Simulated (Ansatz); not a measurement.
The same path of F3HSi + H2S (8 atoms, charge 0, multiplicity 1) was run twice with different band settings. Lost on the way: Si1–H2, H6–S7. Made: Si1–S7, H2–H6.

Theory: UKS PBE-D4/def2-SVP in Ansatz 0.2.0.

Relaxed end points:

```xyz
8
Properties=species:S:1:pos:R:3
Si -1.095 0.498 -0.127
H -1.604 -0.754 0.464
F -0.323 0.268 -1.533
F -2.334 1.490 -0.441
F -0.101 1.308 0.865
H 1.952 -0.287 1.038
S 1.681 -1.507 0.498
H 1.823 -1.016 -0.763
```

```xyz
8
Properties=species:S:1:pos:R:3
Si -0.085 0.674 -0.440
H -1.283 -1.862 0.998
F -1.257 -0.230 -1.090
F -0.741 1.427 0.829
F 0.341 1.810 -1.512
H -1.002 -1.738 1.704
S 1.605 -0.495 0.058
H 2.421 0.414 -0.548
```

Common settings: spring 5.0 eV/Å²; optimiser quadratic models (default); start path through a guess of the saddle point; force threshold 0.05 eV/Å; iteration limit 60; end points relaxed.

| run | movable images | climbing image |
| --- | --- | --- |
| 1 | 7 | yes |
| 2 | 8 | no |

(1) What does each run give, and how far can it be trusted?

Results:

(1) Run 1: converged after 25 iterations, highest image 1.763 eV above the first end. A structure lower than the last end lies on the path between it and the top, so the climb from that side starts below the end, which may itself be a saddle point or a shallow side well. Neighbouring images differ by up to 1.8 eV, so the band resolves the path poorly. A vibrational analysis at the climbing image gives one clearly imaginary mode, 983i cm⁻¹: a first-order saddle point.
Run 2: converged after 59 iterations, highest image 0.926 eV above the first end. A structure lower than the last end lies on the path between it and the top, so the climb from that side starts below the end, which may itself be a saddle point or a shallow side well. No image climbed, so the highest image needn't sit at the top of the path.
The orbitals stay closed-shell, which can raise the energy where a bond breaks towards radicals; this wasn't checked here.
